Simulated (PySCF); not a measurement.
## SeCl₅⁺, singlet: structure and spectrum

Level of theory: B3LYP/[Se def2-SVP, Cl def2-SVP], no relativity, density fitting, PySCF.

The structure is a minimum.

Coordinates in bohr (charge 1 multiplicity 1):
```
Se    0.0000    0.0000    0.0000
Cl   -0.0091    0.0000    4.1316
Cl    3.5826    0.0000   -2.0579
Cl    0.0000    4.2344    0.0000
Cl   -3.5735    0.0000   -2.0737
Cl    0.0000   -4.2344    0.0000
```

- Point group: D3h
- Bond lengths: Se–Cl 2.186 Å (×3), Se–Cl 2.241 Å (×2)
- Bond angles: Cl–Se–Cl 90.0° (×6), Cl–Se–Cl 120.0° (×3), Cl–Se–Cl 180.0°
- Principal quadrupole moments (Buckingham, traceless) about the centre of mass: -2.28, 1.14, 1.14 D Å
- Entropy at 298.15 K and 1 bar: 393.4 J/(mol K)
- Highest occupied level: -13.86 eV
- Enthalpy at 298.15 K above 0 K: 26.02 kJ/mol
- Lowest empty level: -11.47 eV
- Rotational constants: 0.03362, 0.02801, 0.02801 cm⁻¹
- Rotational symmetry number: 6
- Heat capacity Cp at 298.15 K: 120.8 J/(mol K)
- Dipole moment about the centre of mass: 0.00 D
- Zero-point energy: 17.6 kJ/mol
- Principal polarisabilities: 79.9, 79.9, 93.3 bohr³

Harmonic modes (masses in u: Se 79.917, Cl 34.969):
| symmetry | ω (cm⁻¹) | IR (km/mol, summed over degenerate members) | μ (u) | type |
| --- | --- | --- | --- | --- |
| e' | 67 | 0.8 | 35.14 | bend |
| e' | 201 | 8.1 | 40.51 | bend |
| e'' | 209 | 0.0 | 34.97 | bend |
| a2'' | 225 | 13.8 | 40.51 | bend |
| a1' | 294 | 0.0 | 34.97 | stretch |
| a1' | 333 | 0.0 | 34.97 | stretch |
| a2'' | 364 | 80.5 | 46.58 | stretch |
| e' | 386 | 96.6 | 46.28 | stretch |

In D3h the vibrations span 3e' + e'' + 2a2'' + 2a1'. The a1', e'' modes carry no infrared intensity, as symmetry demands.

Charges (e):
```
   atom  Mulliken  Löwdin  polar tensor  Mayer order to Se1
    Se1      0.63    0.45          2.11                   –
Cl2,3,5      0.11    0.15         -0.21                0.96
  Cl4,6      0.02    0.06         -0.25                0.86
```

Mulliken populations on Se1: s 7.65, p 15.17, d 10.55.

Counting electrons, selenium keeps none of its valence electrons outside its bonds, so the VSEPR class is AX5 and the expected shape is trigonal bipyramidal (D3h), as computed.

This need not be the most stable arrangement of these atoms.

The final relaxation and frequency run took 79 s on 4 threads of a shared Arm Neoverse N1 host, with 122 basis functions and 11 gradients; the process peaked at 1.7 GiB. Launch command: `OMP_NUM_THREADS=4 python axn.py task.json out`.
